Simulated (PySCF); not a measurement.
## Correlation energy of Ar (argon, neutral)

[Ar], closed-shell 1S. Computed with PySCF 2.14 in dyall-av2z (13s9p2d, 50 functions), with the non-relativistic Hamiltonian (point nucleus). Frozen: [Ne]; 8 electrons correlated; the 16 highest virtual orbitals of each spin left out.

```json
{"level": "CCSD", "correlation energy (mhartree)": "-176.70"}
{"level": "(T)", "correlation energy (mhartree)": "-2.85"}
{"level": "CCSD(T)", "correlation energy (mhartree)": "-179.55"}
{"level": "CCSDT", "correlation energy (mhartree)": "-179.73"}
```

Diagnostics: T1 = 0.0030, D1 = 0.0045, largest double amplitude 0.037.

Question: Is a single reference adequate?

Answer: Yes: T1 lies below 0.03 and no double amplitude reaches 0.07.
